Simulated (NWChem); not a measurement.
A series in which one site is exchanged, each optimised at PBE0/def2-SVP with NWChem, gas phase unless a solvent is named. This build's default masses of Se (78.918 u) and Br (79.917 u) are each other's, which moves their modes by up to 0.6 %. Some are not confirmed as minima by frequencies. def2 effective core potentials on Cd; no spin-orbit coupling.

A: [ZnH][GeH3] (ZnGeH$_{4}$; site = Zn)
B: [GeH3][CdH] (CdGeH₄; site = Cd)
C: [SeH][GeH3] (GeH4Se; site = Se)
D: [GeH3][MgH] (MgGeH₄; site = Mg)

| quantity | A | B | C | D |
|---|---|---|---|---|
| orbital gap (eV), PBE0/def2-SVP | 7.12 | 6.10 | (withheld) | 5.89 |
| vertical ionisation energy, ΔSCF, PBE/def2-SVP (eV) | 9.20 | 9.02 | (withheld) | 8.67 |
| vertical ionisation energy, ΔSCF, PBE0/def2-SVP (eV) | 9.36 | 9.15 | (withheld) | 8.86 |
| static polarisability, PBE0/def2-SVPD (bohr³) | 64.8 | 72.1 | (withheld) | 72.1 |
| lowest singlet excitation, PBE0/def2-SVPD, TDA (eV) | 5.04 | 4.93 | (withheld) | 4.67 |

Q: Fill in the missing entries.

A: 
- orbital gap (eV), PBE0/def2-SVP, C: 6.77
- vertical ionisation energy, ΔSCF, PBE/def2-SVP (eV), C: 9.04
- vertical ionisation energy, ΔSCF, PBE0/def2-SVP (eV), C: 9.17
- static polarisability, PBE0/def2-SVPD (bohr³), C: 63.0
- lowest singlet excitation, PBE0/def2-SVPD, TDA (eV), C: 4.98
